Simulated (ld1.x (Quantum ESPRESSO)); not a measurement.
# Building the PAW potential for osmium (PBE, scalar-relativistic).

osmium, PAW, made with ld1.x (Quantum ESPRESSO) 7.5 (PBE, scalar-relativistic). Core [Kr] 4d10 4f14, reference 5s2 5p6 5d5 6s0 6p0 (charge +3). Waves: 5s (bound): rcut 1.80, rcutus 2.15 bohr; 6s (bound, empty): rcut 1.80, rcutus 2.15 bohr; 5p (bound): rcut 1.50, rcutus 1.60 bohr; 6p (bound, empty): rcut 1.50, rcutus 1.60 bohr; 5d (bound): rcut 1.60, rcutus 1.95 bohr; 5d channel at -2.25 Ry: rcut 1.60, rcutus 1.95 bohr. Local part: all-electron potential smoothed inside 1.60 bohr (lloc = -2). Core correction: a·sin(br)/r model core, default radius (ld1.x builds one for every PAW set, though the input has nlcc=.false.). Augmentation charge: PSQ, inside the norm-conserving radii.

Calculated quality:

- Cutoffs needed: 35 Ry and 60 Ry (the cutoffs (Ry, on a coarse ladder) from which the occupation-weighted sum of valence levels, in a spherical-Bessel basis at the reference potential, stays within 10 and 1 mRy of its value at 400 Ry)
- Ghost test: no extra level below or beside the all-electron valence levels (s, p, d, f tested) (spherical-Bessel basis up to 400 Ry, 20 bohr box)
- Configuration tests: test run stopped at test 1 of 7 (negative rho)
- Lowest eigenvalue of the overlap operator: 0.20 (p channel)
- Density cutoff estimated by the generator: 204 Ry

Generation and tests took about 1.3 s on one core of a shared server CPU.
